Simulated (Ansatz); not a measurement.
Ansatz (an electronic-structure program) input (HF/def2-TZVP):

Ansatz 0.2 input:
```yaml
crystal:
  periodic: [false, false, false]
  atoms:
    - {symbol: Ge, position_ang: [-0.00000000, -0.00000000, -0.67615959]}
    - {symbol: S, position_ang: [0.00000000, 0.00000000, 1.35231918]}
basis:
  gaussian:
    orbitals: def2-TZVP
hamiltonian:
  xc: {name: HF}
relax: {f_tol: 0.003, max_steps: 100}
```

Output:

```
Functional definition: HF
integrals: 0.02 GiB planned
570 factors; integrals over basis functions are off by at most 4.0e-4 eV
mean field: 0.17 GiB planned
mean field evaluation 1: about -67290.4617 eV, gradient 2.0e1 eV
mean field evaluation 2: about -67290.5474 eV, gradient 2.0e1 eV
mean field evaluation 4: about -67292.1686 eV, gradient 2.0e0 eV
mean field evaluation 8: about -67292.1872 eV, gradient 2.8e-4 eV
mean field -67292.18719174 eV, -2472.9422670137 hartree, gradient 8.5e-5 eV, S^2 0.000000; 0 other end points of the search recorded, 0 dependent functions left out
the calculation of the forces begins
reference -67292.18719174 eV, -2472.9422670137 hartree; 24, 24 occupied and 61, 61 virtual orbitals, 570 factors
relax step   1: F+E_penalty+E_count = -67292.18719174 eV  Δ(F+E_penalty+E_count) = +0.000e0 eV  max|allowed force component| = 9.448e-1 eV/Å  Δτ_max = 0.0000 Å  (41 SCF iters, accepted)
these checks for a lower state are left out or cut short: starts, cluster_reference, orbital_swaps, neighbouring_geometries, increment
integrals: 0.02 GiB planned
570 factors; integrals over basis functions are off by at most 4.1e-4 eV
mean field: 0.17 GiB planned
mean field evaluation 16: about -67292.1942 eV, gradient 3.3e-3 eV
mean field -67292.19429954 eV, -2472.9425282206 hartree, gradient 2.2e-5 eV, S^2 0.000000; 0 other end points of the search recorded, 0 dependent functions left out
the calculation of the forces begins
reference -67292.19429954 eV, -2472.9425282206 hartree; 24, 24 occupied and 61, 61 virtual orbitals, 570 factors
relax step   2: F+E_penalty+E_count = -67292.19429954 eV  Δ(F+E_penalty+E_count) = -7.108e-3 eV  max|allowed force component| = 7.320e-1 eV/Å  Δτ_max = 0.0259 Å  (46 SCF iters, accepted)
these checks for a lower state are left out or cut short: starts, cluster_reference, orbital_swaps, neighbouring_geometries, increment
integrals: 0.02 GiB planned
570 factors; integrals over basis functions are off by at most 4.0e-4 eV
mean field: 0.17 GiB planned
mean field evaluation 32: about -67292.2020 eV, gradient 2.2e-5 eV
mean field -67292.20195167 eV, -2472.9428094313 hartree, gradient 2.2e-5 eV, S^2 0.000000; 0 other end points of the search recorded, 0 dependent functions left out
the calculation of the forces begins
reference -67292.20195167 eV, -2472.9428094313 hartree; 24, 24 occupied and 61, 61 virtual orbitals, 570 factors
relax step   3: F+E_penalty+E_count = -67292.20195167 eV  Δ(F+E_penalty+E_count) = -7.652e-3 eV  max|allowed force component| = 2.294e-2 eV/Å  Δτ_max = 0.0103 Å  (46 SCF iters, accepted)
these checks for a lower state are left out or cut short: starts, cluster_reference, orbital_swaps, neighbouring_geometries, increment
integrals: 0.02 GiB planned
570 factors; integrals over basis functions are off by at most 4.0e-4 eV
mean field: 0.17 GiB planned
mean field -67292.20195423 eV, -2472.9428095252 hartree, gradient 2.2e-5 eV, S^2 0.000000; 0 other end points of the search recorded, 0 dependent functions left out
the calculation of the forces begins
reference -67292.20195423 eV, -2472.9428095252 hartree; 24, 24 occupied and 61, 61 virtual orbitals, 570 factors
relax step   4: F+E_penalty+E_count = -67292.20195423 eV  Δ(F+E_penalty+E_count) = -2.556e-6 eV  max|allowed force component| = 1.887e-2 eV/Å  Δτ_max = 0.0006 Å  (47 SCF iters, accepted)
these checks for a lower state are left out or cut short: starts, cluster_reference, orbital_swaps, neighbouring_geometries, increment
integrals: 0.02 GiB planned
570 factors; integrals over basis functions are off by at most 4.0e-4 eV
mean field: 0.17 GiB planned
mean field -67292.20195964 eV, -2472.9428097242 hartree, gradient 2.2e-5 eV, S^2 0.000000; 0 other end points of the search recorded, 0 dependent functions left out
the calculation of the forces begins
reference -67292.20195964 eV, -2472.9428097242 hartree; 24, 24 occupied and 61, 61 virtual orbitals, 570 factors
relax step   5: F+E_penalty+E_count = -67292.20195964 eV  Δ(F+E_penalty+E_count) = -5.414e-6 eV  max|allowed force component| = 1.977e-5 eV/Å  Δτ_max = 0.0003 Å  (47 SCF iters, accepted)
integrals: 0.02 GiB planned
570 factors; integrals over basis functions are off by at most 4.0e-4 eV
mean field: 0.17 GiB planned
mean field evaluation 64: about -67291.3495 eV, gradient 1.7e1 eV
mean field -67292.20195964 eV, -2472.9428097242 hartree, gradient 2.2e-5 eV, S^2 0.000000; 1 other end points of the search recorded, 0 dependent functions left out
the calculation of the forces begins
reference -67292.20195964 eV, -2472.9428097242 hartree; 24, 24 occupied and 61, 61 virtual orbitals, 570 factors
Total energy: -67292.20195964 eV, -2472.9428097242 hartree
Atom 0 at     0.000000     0.000000    -0.660861 Å, force    -0.000000    -0.000000    -0.000020 eV/Å
Atom 1 at    -0.000000    -0.000000     1.337021 Å, force     0.000000    -0.000000     0.000020 eV/Å
Dipole moment:    -0.000000    -0.000000    -0.563219 e Å
```
